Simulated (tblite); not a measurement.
C₆H₇N₂ (doublet state).
Atom-mapped SMILES: `[CH3:1][c:2]1[n:3][c:4][cH:5][n:6][c:7]1[CH3:8]` (hydrogens: H9, H10, H11 on C1; H12 on C5; H13, H14, H15 on C8)

Structure optimised with GFN2-xTB, isolated species. This method treats the open shell by occupation alone, without spin polarisation.

(1) Give the optimised bond lengths and angles.

Answers

(1) 
```json
{"bond": "C1–C2", "length (Å)": "1.490", "order": "single"}
{"bond": "C2–N3", "length (Å)": "1.324", "order": "aromatic"}
{"bond": "N3–C4", "length (Å)": "1.287", "order": "aromatic"}
{"bond": "C4–C5", "length (Å)": "1.388", "order": "aromatic"}
{"bond": "C5–N6", "length (Å)": "1.319", "order": "aromatic"}
{"bond": "N6–C7", "length (Å)": "1.320", "order": "aromatic"}
{"bond": "C7–C8", "length (Å)": "1.496", "order": "single"}
{"bond": "C2–C7", "length (Å)": "1.407", "order": "aromatic"}
{"bond": "C1–H9, C1–H10, C1–H11", "length (Å)": "1.089", "order": "single"}
{"bond": "C5–H12", "length (Å)": "1.078", "order": "single"}
{"bond": "C8–H13, C8–H14, C8–H15", "length (Å)": "1.088", "order": "single"}
```

Bonds in one row agree within 0.01 Å and their mean is given. Orders are formal, as drawn. A selection of angles:
```json
{"angle": "C1–C2–N3", "degrees": "120.0"}
{"angle": "C1–C2–C7", "degrees": "123.4"}
{"angle": "N3–C2–C7", "degrees": "116.6"}
{"angle": "C2–N3–C4", "degrees": "122.7"}
{"angle": "N3–C4–C5", "degrees": "121.2"}
{"angle": "C4–C5–N6", "degrees": "117.7"}
{"angle": "C5–N6–C7", "degrees": "121.4"}
{"angle": "N6–C7–C8", "degrees": "117.9"}
{"angle": "C2–C7–N6", "degrees": "120.4"}
{"angle": "C2–C7–C8", "degrees": "121.7"}
```

C2 (carbon bonded to 2 C and N) is planar (angles 123.4°, 120.0° and 116.6°, sum 360.0°, 0.00 Å off the plane of its three neighbours). C4 (carbon bonded to C and N) is bent (angle 121.2°). The 4 C–N bonds span 1.287 Å (N3–C4, aromatic) to 1.324 Å (C2–N3, aromatic), a spread of 0.037 Å. The 6-membered ring C2–N3–C4–C5–N6–C7 has internal angles of 116.6° to 122.7°; it is planar, 0.00 Å rms from its mean plane, widest ring torsion 0°. C5 (carbon bonded to C, N and H) is planar (angles 124.6°, 117.8° and 117.7°, sum 360.0°, 0.00 Å off the plane of its three neighbours). Of the pairs four or more bonds apart, C1···H14 is among the closest relative to their van der Waals radii: 2.97 Å, 103 % of the sum of Bondi's values. C7 (carbon bonded to 2 C and N) is planar (angles 121.7°, 120.4° and 117.9°, sum 360.0°, 0.00 Å off the plane of its three neighbours).

Point group: Cs (every atom within 0.08 Å of its image). Its GFN2-xTB frequencies are all real (lowest 109 cm⁻¹). 2 starts were optimised and ended at 0.00 and 0.02 kcal/mol (GFN2-xTB); the lowest of these is shown.

The numbers are calculated, not measured.
